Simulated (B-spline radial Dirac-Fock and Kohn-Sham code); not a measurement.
Calculated with a radial finite-basis atomic code, using Dirac-Fock energy differences between relaxed states, corrected for Breit and QED terms. Free neutral atoms.

Task: Order these X-ray lines by photon energy, lowest first.
A. Au Mβ
B. Pd Lβ6
C. Ge Lβ3
D. Lu Mγ
E. Ta Mα2
F. Au Mα1

Result: C (1293.8 eV), E (1710.3 eV), D (1829.9 eV), F (2125.0 eV), A (2206.8 eV), B (3080.5 eV).
